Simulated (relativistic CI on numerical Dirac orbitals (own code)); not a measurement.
## What each ingredient does to the levels of Er³⁺

Base calculation: Dirac-Coulomb-Breit CI, KLI orbitals optimised for each configuration, model QED, valence Slater integrals scaled by 0.85, P86 correlation energy added to each configuration.

CI space (outside the closed core [Kr] 4d10 5s2): 4f¹¹5p⁶, 4f¹⁰5p⁶5d, 4f¹⁰5p⁶6s, 4f¹⁰5p⁶6p, 4f¹³5p⁴, 4f¹²5p⁵, 4f¹⁰5p⁶7s, 4f¹⁰5p⁶7p. Levels of other configurations are missing.

Variants: (1) Slater integrals left unscaled; (2) valence Slater integrals scaled by 0.75; (3) Breit term removed; (4) QED terms removed. Shifts of the energy above 4f¹¹5p⁶ ⁴I°15/2, in cm⁻¹, for the lowest level and the first level of each name with at least 55 % of one term (blank where a level changes its place among those of its configuration and J or its character, or is not in the variant):

```csv
Level,Base,Δ(1),Δ(2),Δ(3),Δ(4),Measured
4f¹¹5p⁶ ⁴I°15/2,0.0,0.0,0.0,0.0,0.0,0.0
4f¹¹5p⁶ ⁴I°13/2,6432.7,-20.0,+23.9,+313.8,-30.2,6507.8
4f¹¹5p⁶ ⁴I°11/2,9998.4,+353.0,-336.1,+265.7,-34.2,10171.8
4f¹¹5p⁶ ⁴I°9/2,12263.4,+835.0,-870.6,+53.3,-27.3,12468.7
4f¹¹5p⁶ ⁴F°9/2,16181.0,+2380.8,-1342.5,-8.2,-15.7,15404.9
4f¹¹5p⁶ ²H°11/2,19490.5,+2446.6,-1576.5,+161.9,-25.7,19331.7
4f¹¹5p⁶ ⁴S°3/2,19888.9,+3034.2,-2108.4,-314.3,-7.6,
4f¹¹5p⁶ ⁴F°7/2,21968.2,+2691.1,-1790.9,+71.0,-29.4,
4f¹¹5p⁶ ⁴F°5/2,23750.2,+2931.1,-2006.9,+17.5,-29.8,
4f¹¹5p⁶ ⁴F°3/2,23922.6,+3023.5,-2018.6,-35.7,-28.7,
4f¹¹5p⁶ ²K°15/2,27227.4,+3890.5,-2578.5,+360.4,-24.4,
4f¹¹5p⁶ ⁴G°11/2,28053.9,+3862.6,-2505.6,+239.5,-28.8,26707.8
4f¹¹5p⁶ ²G°7/2,28796.6,+3640.4,-2475.4,+112.0,-34.7,
4f¹¹5p⁶ ⁴G°9/2,29477.9,+3662.0,-2435.0,+225.1,-38.5,27766.8
```

Correlation outside the listed configurations is missing or only estimated: errors of thousands of cm⁻¹ between configurations and terms are usual at this charge. Rates and lifetimes follow the computed energies and can be off by large factors. The fine structure of a lone outer electron comes out too small, for d and f at times inverted, and misplaced configurations move strength between like terms. 7 of the 8 excited levels that our extract of the measured tables holds in this range could be paired (the sources list more); they are missed by 635 cm⁻¹ on average and 1711 at most, and levels without a partner can miss by more. Some levels of the ground configuration have no partner and can miss by 10 % or more.

Measured levels: measured levels as listed in Tchang-Brillet, Wyart, Meftah and Ait Mammar, Atoms 6, 52 (2018).

Ionisation energy from the two ground configurations alone: base 40.46 eV; Slater integrals left unscaled 40.11 eV; valence Slater integrals scaled by 0.75 40.68 eV; Breit term removed 40.33 eV; QED terms removed 40.43 eV. The NIST ASD value (semi-empirical) is 42.42 eV. The gap of more than 2 % comes from missing correlation, or from a tabulated value that is itself an estimate.

LS names give the leading component of a level, which can be under half, so a name can repeat, a term be missing and a line seem to break the LS rules.
